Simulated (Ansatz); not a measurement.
Harmonic frequencies (cm⁻¹) at PBE0-D4/def2-TZVP from Ansatz: 72, 237, 270, 444, 615, 720, 840, 2169, 2186.

Q: Which molecule is it?
A. `[I][GeH2][I]`
B. `[F][Ge]([F])([F])[SH]`
C. `[Cl][GeH2][I]`
D. `[SH][GeH]([Cl])[Cl]`

A: A.
